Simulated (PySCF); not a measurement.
CH$_{5}$GaO$_{2}$, singlet, geometry from GFN2-xTB (such geometries of metal compounds can be far from the true shape), with bond 2-1 at 1.4 times its length; CASCI(6,6)+NEVPT2/STO-3G (PySCF).

The PySCF input:
```python
from pyscf import gto, scf, mcscf, mrpt
import numpy

mol = gto.Mole()
mol.atom = '''
    Ga   -0.303291   -0.017159    0.558204
    H    -1.950261   -0.994603    1.436028
    O     0.807458    1.145157    1.191382
    H     0.924458    1.584159    2.029008
    O    -0.199062   -0.597864   -1.062153
    C     0.505990   -0.527583   -2.285787
    H     0.891174   -1.520720   -2.531521
    H    -0.179616   -0.202573   -3.072797
    H     1.342585    0.173549   -2.233360
'''
mol.basis = 'sto-3g'
mol.charge = 0
mol.spin = 0
mol.verbose = 4
mol.build()

mf = scf.RHF(mol)
mf.kernel()
mc = mcscf.CASCI(mf, 6, 6)
mc.fix_spin_(ss=0.0)
mc.kernel()
occ = numpy.linalg.eigvalsh(mc.fcisolver.make_rdm1(mc.ci, mc.ncas, mc.nelecas))[::-1]
ss = mc.fcisolver.spin_square(mc.ci, mc.ncas, mc.nelecas)[0]
print('natural occupations', occ.round(4), ' <S^2>', round(ss, 4))
e2 = mrpt.NEVPT(mc).kernel()
print('E(NEVPT2) = %.10f' % (mc.e_tot + e2))
```

Output, abridged:

```
PySCF version 2.14.0

[INPUT] verbose = 4
[INPUT] num. atoms = 9
[INPUT] num. electrons = 58
[INPUT] charge = 0
[INPUT] spin (= nelec alpha-beta = 2S) = 0
[INPUT] symmetry False subgroup None
[INPUT] Mole.unit = angstrom
[INPUT] Symbol           X                Y                Z      unit          X                Y                Z       unit  Magmom
[...]
nuclear repulsion = 278.047554858761
number of shells = 22
number of NR pGTOs = 114
number of NR cGTOs = 38
basis = sto-3g
ecp = {}

******** <class 'pyscf.scf.hf.RHF'> ********
method = RHF
initial guess = minao
damping factor = 0
level_shift factor = 0
DIIS = <class 'pyscf.scf.diis.CDIIS'>
diis_start_cycle = 1
diis_space = 8
diis_damp = 0
SCF conv_tol = 1e-09
SCF conv_tol_grad = None
SCF max_cycles = 50
direct_scf = True
direct_scf_tol = 1e-13
Set gradient conv threshold to 3.16228e-05
Initial guess from minao.
init E= -2086.55722677206
[...]
cycle= 1 E= -2088.54448506512  delta_E= -1.99  |g|= 0.736  |ddm|= 3.43
[...]
cycle= 2 E= -2088.7859493815  delta_E= -0.241  |g|= 0.229  |ddm|= 1.65
[...]
cycle= 3 E= -2088.80765978217  delta_E= -0.0217  |g|= 0.0573  |ddm|= 0.403
[...]
cycle= 4 E= -2088.8092844136  delta_E= -0.00162  |g|= 0.0147  |ddm|= 0.108
[...]
cycle= 5 E= -2088.80949600465  delta_E= -0.000212  |g|= 0.00536  |ddm|= 0.0537
[...]
cycle= 6 E= -2088.80953142585  delta_E= -3.54e-05  |g|= 0.00247  |ddm|= 0.0216
[...]
cycle= 7 E= -2088.80954133898  delta_E= -9.91e-06  |g|= 0.00111  |ddm|= 0.0128
[...]
cycle= 8 E= -2088.80954385458  delta_E= -2.52e-06  |g|= 0.000441  |ddm|= 0.00771
[...]
cycle= 9 E= -2088.80954417948  delta_E= -3.25e-07  |g|= 0.000157  |ddm|= 0.00251
[...]
cycle= 10 E= -2088.80954422825  delta_E= -4.88e-08  |g|= 5.48e-05  |ddm|= 0.00106
[...]
cycle= 11 E= -2088.80954423329  delta_E= -5.04e-09  |g|= 2.19e-05  |ddm|= 0.00029
[...]
cycle= 12 E= -2088.80954423419  delta_E= -8.97e-10  |g|= 7.39e-06  |ddm|= 0.000138
[...]
Extra cycle  E= -2088.80954423426  delta_E= -6.87e-11  |g|= 4.45e-06  |ddm|= 2.08e-05
converged SCF energy = -2088.80954423426

******** <class 'pyscf.mcscf.casci.CASCI'> ********
CAS (3e+3e, 6o), ncore = 26, nvir = 6
natorb = False
canonicalization = True
sorting_mo_energy = False
******** <class 'pyscf.fci.addons.SpinPenaltyFCISolver'> ********
max. cycles = 200
conv_tol = 1e-08
davidson only = True
linear dependence = 1e-12
level shift = 0.001
max iter space = 12
nroots = 1
pspace_size = 400
spin = None
Density matrix diagonal elements [1.98646678 1.99418642 1.93604469 0.01332769 0.06416272 0.0058117 ]
CASCI converged
CASCI E = -2088.83308082512  E(CI) = -8.87711961987043  S^2 = 0.0000000
natural occupations [1.9957 1.9872 1.9387 0.0609 0.0126 0.005 ]  <S^2> 0.0

******** <class 'pyscf.mrpt.nevpt2.NEVPT'> ********
NEVPT2 (3e+3e, 6o), ncore = 26, nvir = 6
root = 0
Natural occ [1.99568679 1.98719221 1.93865824 0.06090074 0.01260226 0.00495975]
Natural orbital (expansion on meta-Lowdin AOs) in CAS space
               #1        #2        #3        #4        #5
0 Ga 1s         -0.00006  -0.00000  -0.00002  -0.00141  -0.00000
0 Ga 2s         -0.00070   0.00000  -0.00107  -0.00365  -0.00000
0 Ga 3s          0.00314  -0.00000   0.00172   0.03023   0.00000
0 Ga 4s          0.02625  -0.00000  -0.02681   0.58972   0.00000
0 Ga 2px        -0.00006  -0.00005  -0.00018  -0.00027  -0.00050
0 Ga 2py         0.00004   0.00006  -0.00014  -0.00013   0.00062
0 Ga 2pz         0.00021  -0.00002   0.00002   0.00022  -0.00025
0 Ga 3px         0.00166   0.00189   0.00273   0.00735   0.01279
0 Ga 3py        -0.00131  -0.00232   0.00242   0.00362  -0.01575
0 Ga 3pz        -0.00648   0.00095   0.00049  -0.00573   0.00647
0 Ga 4px        -0.08227  -0.08508  -0.23290  -0.18302  -0.53961
0 Ga 4py         0.03427   0.10474  -0.15886  -0.07210   0.66426
0 Ga 4pz         0.24622  -0.04301   0.07387   0.18648  -0.27277
0 Ga 3dxy       -0.40032  -0.06023   0.29583   0.21054   0.01719
0 Ga 3dyz        0.04492   0.18407   0.49610   0.17994  -0.03072
0 Ga 3dz^2       0.57309  -0.17632   0.23287   0.05295   0.01955
0 Ga 3dxz       -0.28019  -0.22850   0.23221   0.05473   0.01264
0 Ga 3dx2-y2    -0.02220  -0.20910  -0.09862  -0.00671  -0.02704
1 H 1s           0.09017  -0.00000   0.54173  -0.57809   0.00000
2 O 1s          -0.00020  -0.00000  -0.00088   0.00232   0.00000
2 O 2s           0.07588  -0.00000   0.07918  -0.14564  -0.00000
2 O 2px          0.09434   0.27465   0.22364   0.22408   0.17069
2 O 2py          0.00726  -0.33810   0.11587   0.16036  -0.21012
2 O 2pz         -0.16895   0.13884  -0.16026  -0.05277   0.08628
3 H 1s          -0.10504   0.00000  -0.03307   0.08723   0.00000
4 O 1s          -0.00043   0.00000   0.00021   0.00219   0.00000
4 O 2s           0.05482  -0.00000  -0.06839  -0.15299   0.00000
4 O 2px         -0.31832  -0.43520   0.18226  -0.00625   0.19190
4 O 2py         -0.33969   0.53574   0.13940  -0.03941  -0.23623
4 O 2pz         -0.19752  -0.21999  -0.02107  -0.08361   0.09701
5 C 1s          -0.00010  -0.00000  -0.00061  -0.00065   0.00000
5 C 2s           0.00719   0.00000   0.03513   0.05525  -0.00000
5 C 2px          0.04660   0.08066  -0.05707  -0.06736   0.01224
5 C 2py          0.05862  -0.09929  -0.01209  -0.00697  -0.01507
5 C 2pz          0.05057   0.04077   0.08345   0.11627   0.00619
6 H 1s          -0.07543   0.17824   0.00529  -0.01245  -0.05928
7 H 1s          -0.07543  -0.17824   0.00529  -0.01245   0.05928
8 H 1s           0.14225  -0.00000  -0.05860  -0.00052   0.00000
               #6
0 Ga 1s          0.00061
0 Ga 2s          0.00165
0 Ga 3s         -0.01365
0 Ga 4s         -0.24952
0 Ga 2px        -0.00058
0 Ga 2py        -0.00020
0 Ga 2pz         0.00067
0 Ga 3px         0.01183
0 Ga 3py         0.00449
0 Ga 3pz        -0.01246
0 Ga 4px        -0.45979
0 Ga 4py        -0.15249
0 Ga 4pz         0.53822
0 Ga 3dxy       -0.04517
0 Ga 3dyz       -0.10984
0 Ga 3dz^2      -0.10167
0 Ga 3dxz       -0.01315
0 Ga 3dx2-y2     0.01642
1 H 1s          -0.23190
2 O 1s          -0.00351
2 O 2s           0.23330
2 O 2px          0.00152
2 O 2py          0.00597
2 O 2pz          0.01154
3 H 1s          -0.26748
4 O 1s          -0.00441
4 O 2s           0.27259
4 O 2px          0.15949
4 O 2py          0.18543
4 O 2pz          0.13606
5 C 1s          -0.00001
5 C 2s          -0.03065
5 C 2px          0.14420
5 C 2py          0.05940
5 C 2pz         -0.14061
6 H 1s           0.02228
7 H 1s           0.02228
8 H 1s          -0.09685
<CAS-nat-orb|mo-hf>  27     28       0.98851266
<CAS-nat-orb|mo-hf>  28     27       0.99981629
<CAS-nat-orb|mo-hf>  29     29       0.98757886
<CAS-nat-orb|mo-hf>  30     31       0.99583910
<CAS-nat-orb|mo-hf>  31     30       0.99981629
<CAS-nat-orb|mo-hf>  32     32       0.99671568
Sr    (-1)',   E = -0.00335457194317
Si    (+1)',   E = -0.02884814727444
Sijrs (0)  ,   E = -0.07618288350408
Sijr  (+1) ,   E = -0.03425693995783
Srsi  (-1) ,   E = -0.00886780544971
Srs   (-2) ,   E = -0.00078038798347
Sij   (+2) ,   E = -0.01728978367331
Sir   (0)' ,   E = -0.02067185154192
Nevpt2 Energy = -0.190252371327928
E(NEVPT2) = -2089.0233331965
```
